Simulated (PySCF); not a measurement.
**Vibration and rotation of SnCl**

UHF-CCSD(T) constants of SnCl, ²Π (doublet), unpaired electrons π ↑ (basis Sn x2c-SVPall, Cl x2c-SVPall; spin-free X2C with a Gaussian nucleus; PySCF 2.14; masses 119.9022 and 34.9689 u):

* ωe: 359.6 cm⁻¹
* ωexe: 1.07 cm⁻¹
* Be: 0.10844 cm⁻¹
* αe: 0.000446 cm⁻¹
* D (centrifugal): 3.94e-08 cm⁻¹
* De to Sn + Cl: 3.34 eV

Give the vibrational terms G(v) and spacings up to v = 6.

G(v) = ωe(v+½) − ωexe(v+½)².

```csv
v,G(v) (cm⁻¹),G(v) − G(v−1),Bv (cm⁻¹)
0,179.5,,0.1082
1,537.0,357.5,0.1078
2,892.3,355.3,0.1073
3,1245.5,353.2,0.1069
4,1596.5,351.0,0.1064
5,1945.4,348.9,0.1060
6,2292.2,346.8,0.1055
```

How well does the Morse estimate ωe²/(4ωexe) reproduce De, and what is D0?

It gives 3.75 eV, 112 % of the computed De. D0 = De − G(0) = 3.34 − 0.02 = 3.32 eV.

Correlated steps freeze 23 core orbitals. Correlated levels converge slowly with the basis: in double zeta they bind strong bonds too weakly, by up to about 1 eV, and carry superposition errors of some tenths. Spin–orbit coupling is left out, which matters for elements this heavy, above all for dissociation energies. The state was picked by a PBE0 search and need not be the measured ground state.
